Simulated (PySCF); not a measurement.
NMR data simulated for an unnamed compound:

¹H NMR (500 MHz, computed): δ 7.01 (d, 1H), 6.72 (m, 1H), 5.37 (br s, 1H), 5.32 (m, 1H), 5.25 (m, 1H), 2.99 (m, 1H), 0.67 (m, 2H), 0.54 (m, 2H).

¹³C{¹H} NMR (computed): δ 145.0 (CH), 134.1 (CH), 118.3 (CH2), 32.0 (CH), 9.6 (CH2).

PySCF calculation with PBE0/pcSseg-1 with gauge-including orbitals and GFN2-xTB structure; in vacuum, averaged over atoms made equivalent by symmetry, fast rotation or ring inversion, one conformer, no relativistic terms.

Referencing at the same level of theory: TMS for ¹H, ¹³C.

Problem. Which of these does the molecule contain: a vinyl group CH=CH2, a carboxylic acid, an ester, a three-membered ring, an NH or NH2 group, a ketone?

Solution. 
- A vinyl group CH=CH2: yes (δC 118.3, 145.0; δH 5.32 (m), 5.25 (m), 6.72 (m)).
- A carboxylic acid: no.
- An ester: no.
- A three-membered ring: yes.
- An NH or NH2 group: yes (δH 5.37 (br s)).
- A ketone: no.

The data belong to `C=C/C=N/NC1CC1`, C$_{6}$H$_{10}$N$_{2}$; they needn't prove each group on their own.

Carbon signals by region: 3 in the sp2 and nitrile region (100–160 ppm), 2 below 50 ppm.

OH/NH shifts are gas-phase values; hydrogen bonding in solution moves them, usually downfield. Shifts are as computed. Against solution values, carbons near 30 ppm lie about +3 ppm off and those near 130 ppm about +5 ppm. Of 1211 compounds with measured shifts, 218 miss one by over three times the rms of a fit or turn the order of signals round; such compounds aren't used in these exercises. Multiplicities follow the n + 1 count of equivalent neighbours, as no J values were calculated; m marks all less simple cases, F and P coupling included.
